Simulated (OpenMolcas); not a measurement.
# Ga II: effect of the active space

```yaml
Program: OpenMolcas 26.06
Method: MS-CASPT2 or its RAS form, IPEA 0.25 Eh, imaginary shift 0.1 Eh
Basis: ANO-RCC-VQZP
Scalar_Hamiltonian: DKH2, point nucleus
Spin-orbit_coupling: RASSI with atomic mean-field integrals over the reference wave functions, term energies averaged over their components
```

A. 2 electrons in 4 orbitals (4s 4p); 2S+1 = 3 even, 3 roots; 2S+1 = 1 even, 7 roots; 2S+1 = 3 odd, 3 roots; 2S+1 = 1 odd, 3 roots; closed shells correlated: 3d; CASPT2 step roughly 2.6 core-seconds
B. 2 electrons in 8 orbitals (4s 4p 5s 5p); 2S+1 = 3 even, 3 roots; 2S+1 = 1 even, 7 roots; 2S+1 = 3 odd, 3 roots; 2S+1 = 1 odd, 3 roots; closed shells correlated: 3d; CASPT2 step about 5 core-seconds
C. 2 electrons in 9 orbitals (RAS2 4s 4p; RAS3 4d, at most 2 electrons); 2S+1 = 3 even, 3 roots; 2S+1 = 1 even, 7 roots; 2S+1 = 3 odd, 3 roots; 2S+1 = 1 odd, 3 roots; closed shells correlated: 3d; CASPT2 step of the order of 6 core-seconds

Energies in cm⁻¹ above 4s² ¹S₀, the measured ground level; measured values from NIST Handbook of Basic Atomic Spectroscopic Data.

| Level | A | B | C | Measured |
| --- | --- | --- | --- | --- |
| 4s² ¹S₀ | 0.0 | 0.0 | 0.0 | 0.0 |
| 4s 4p ³P°₀ | 46140 | 46250 | 46460 | 47368 |
| 4s 4p ³P°₁ | 46520 | 46640 | 46850 | 47814 |
| 4s 4p ³P°₂ | 47310 | 47430 | 47640 | 48750 |
| 4s 4p ¹P°₁ | 71370 | 71120 | 70380 | 70701 |

Deviations, from unrounded energies. A percentage is the sum of absolute deviations over the sum of measured energies, with the sign that they share, or ± where signs differ.

```tsv
Against measurement	Levels	A	B	C
mean absolute deviation (cm-1)	4	1200	1000	820
other configurations (%)	4	±2.2	±1.9	-1.5
```

C lies closest to measurement on these levels and A furthest from it. The largest miss of C in the table is 4s 4p ³P°₂, by -1100 cm-1. The ranking rests on the paired levels alone, and a cruder setting can come out closer through cancelling errors.

Among A to C the level of the table that moves most is 4s 4p ¹P°₁, by 990 cm-1 (lowest in C, highest in A). Moves below CASPT2's spread within the term are not significant.

Over all roots computed the reference weight is 0.90 to 0.95 in A, 0.88 to 0.96 in B; the roots of lowest weight are the least certain, and an intruder state may touch them. The run also gave levels led by 4s 5s, which use shells meant for correlation; these and all levels above them are left out (holds for B). Active for correlation alone: 4d; no level in the range computed is led by a configuration that fills it, so any true level of that kind is missing (holds for C). Computed and measured levels are paired by configuration, term and J; levels that our copy of the source lacks, or whose pairing is in doubt (as where it misses far off the trend of its configuration), stay unpaired and out of the deviations. Only configurations of the active space appear. The table leaves out levels that lie high or whose names do not pair safely across all columns.

° marks odd parity.
